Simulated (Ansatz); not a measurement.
Basis sets compared for Al2Ga5. Total charge 0; doublet. Geometry PBE-D4/def2-SVP. Ansatz on 6 threads of Intel Xeon on a shared host; times are rough, and most runs start from earlier orbitals.

Cartesian coordinates in Å:
```
Al -0.1639 -1.8116 0.4321
Al 1.7163 0.8835 -0.7675
Ga 1.8041 -0.3931 1.4902
Ga 0.1356 -0.7928 -1.8519
Ga -0.5855 1.9161 -0.3628
Ga -2.2146 -0.2496 -0.6172
Ga -0.6920 0.4475 1.6771
```

The structure comes from a short search, and lower isomers may exist.

Binding counts from free atoms (Al doublet, Ga doublet) in the same basis, without a counterpoise term.

```json
{"level": "PBE-D4/def2-SVP", "functions": "196", "energy (Eh)": "-10106.1789", "HOMO (eV)": "-4.22", "LUMO (eV)": "-3.61", "binding per atom (eV)": "2.16", "wall time": "9.1 s"}
{"level": "PBE0-D4/def2-SVP", "functions": "196", "energy (Eh)": "-10106.3849", "HOMO (eV)": "-4.96", "LUMO (eV)": "-2.98", "binding per atom (eV)": "2.05", "wall time": "26 s"}
```

(1) Estimate the rows for PBE-D4/def2-TZVP (with forces), PBE0-D4/def2-TZVP.

## Answers

(1) 
```json
{"level": "PBE-D4/def2-TZVP (with forces)", "functions": "314", "energy (Eh)": "-10107.5875", "HOMO (eV)": "-4.16", "LUMO (eV)": "-3.54", "binding per atom (eV)": "2.16", "wall time": "21 s"}
{"level": "PBE0-D4/def2-TZVP", "functions": "314", "energy (Eh)": "-10107.7888", "HOMO (eV)": "-4.88", "LUMO (eV)": "-2.90", "binding per atom (eV)": "2.06", "wall time": "68 s"}
```
